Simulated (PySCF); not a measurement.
# Debugging a PySCF script (SiI)

```python
from pyscf import gto, scf, tdscf

mol = gto.M(
    atom='Si 0 0 0; I 0 0 2.425',
    basis='def2-svp',
    charge=0,
    spin=1,
    verbose=4,
)
mf = scf.UHF(mol)
mf.kernel()
td = tdscf.TDHF(mf)
td.nstates = 3
td.kernel()
td.analyze()
mf.dip_moment()
print('orbital energies (hartree):', [e[max(0, n-3):n+3].round(4) for e, n in zip(mf.mo_energy, mol.nelec)])
```

```bash
$ python input.py
```

The log, shortened:

```
[earlier lines left out]
Excited State   2:      0.31179 eV   3976.49 nm  f=0.0000
      33b ->   35b     -0.99890
Excited State   3:     17.23053 eV     71.96 nm  f=0.0260
      29a ->   39a     -0.11907
      31a ->   35a      0.53421
      32a ->   39a      0.10127
      34a ->   36a      0.20835
      34a ->   37a     -0.55161
      34a ->   44a     -0.24664
      30b ->   34b      0.38611
      33b ->   37b     -0.44888
      33b ->   44b     -0.17660

** Transition electric dipole moments (AU) **
state          X           Y           Z        Dip. S.      Osc.
  1        -0.2587      0.1598     -0.0000      0.0925      0.0007
  2        -0.0000      0.0000     -0.0000      0.0000      0.0000
  3         0.2112     -0.1304     -0.0000      0.0616      0.0260

** Transition velocity dipole moments (imaginary part, AU) **
state          X           Y           Z        Dip. S.      Osc.
  1        -0.0946      0.0584      0.0000      0.0124      0.7522
  2        -0.0000      0.0000      0.0000      0.0000      0.0000
  3         0.0261     -0.0161     -0.0000      0.0009      0.0010

** Transition magnetic dipole moments (imaginary part, AU) **
state          X           Y           Z
  1         0.5007      0.8106     -0.0000
  2         0.0000      0.0000      0.9096
  3        -0.0975     -0.1579     -0.0000
Dipole moment(X, Y, Z, Debye):  0.00000, -0.00000,  3.72315
orbital energies (hartree): [array([-0.402 , -0.3101, -0.26  ,  0.0253,  0.2251,  0.4556]), array([-0.5354, -0.3698, -0.2427,  0.0365,  0.0495,  0.2435])]
```

Which setting is at fault, why, and what does a mended input give?

The core potential (off): this valence basis has no functions for the core electrons, which the core potential should remove. With this edit
```diff
- td.analyze()
+     ecp={'I': 'def2-svp'},
+ td.analyze(verbose=3)
```
the run finishes: E(SCF) = -585.471968 Eh, 14 cycles, ⟨S²⟩ = 0.766, μz(SCF) = -1.09 D, first excitations without spin–orbit coupling 1.80, 3.59, 4.24 eV.

The bond length is a typed value, not an optimised one. No search for the lowest solution was made.
